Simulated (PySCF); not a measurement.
Si(SH)4 (H₄S₄Si), SMILES S[Si](S)(S)S.

Geometry optimised at r2SCAN-D4/def2-SVP. Other conformers were not sampled.

All values below come from TDA-PBE/def2-SVPD run with PySCF.

Vertical excitations; the highest root listed may be one member of a degenerate set. Isolated molecule, no solvent. State labels are in the subgroup C2.

| state | symmetry | energy (eV) | λ (nm) | f | main pairs |
|---|---|---|---|---|---|
| S1 | B | 5.00 | 248 | 0.004 | HOMO→LUMO (degenerate set) |
| S2 | B | 5.00 | 248 | 0.004 | HOMO−1→LUMO (degenerate set) |
| S3 | B | 5.42 | 229 | 0.018 | HOMO→LUMO+1 (degenerate set) |
| S4 | B | 5.42 | 229 | 0.018 | HOMO−1→LUMO+1 (degenerate set) |
| S5 | A | 5.45 | 227 | 0.000 | HOMO−2→LUMO 94 % |
| S6 | A | 5.47 | 227 | 0.000 | HOMO−3→LUMO 98 % |
| S7 | A | 5.67 | 219 | 0.000 | HOMO→LUMO+2 29 %, HOMO−1→LUMO+3 29 %, HOMO→LUMO+3 20 %, HOMO−1→LUMO+2 20 % |
| S8 | A | 5.67 | 219 | 0.000 | HOMO−1→LUMO+2 26 %, HOMO→LUMO+3 26 %, HOMO−1→LUMO+3 22 %, HOMO→LUMO+2 22 % |
| S9 | A | 5.68 | 218 | 0.006 | HOMO→LUMO+2 23 %, HOMO−1→LUMO+3 23 %, HOMO→LUMO+3 23 %, HOMO−1→LUMO+2 23 % |
| S10 | A | 5.68 | 218 | 0.000 | HOMO−1→LUMO+2 28 %, HOMO→LUMO+3 28 %, HOMO−1→LUMO+3 19 %, HOMO→LUMO+2 19 % |
| T1 | B | 4.73 | 262 | 0 | HOMO→LUMO, HOMO−1→LUMO (degenerate set) |
| T2 | B | 4.73 | 262 | 0 | HOMO−1→LUMO, HOMO→LUMO (degenerate set) |
| T3 | A | 5.19 | 239 | 0 | HOMO−2→LUMO 97 % |
| T4 | A | 5.25 | 236 | 0 | HOMO−3→LUMO 95 % |
Triplets are in the Tamm–Dancoff approximation.
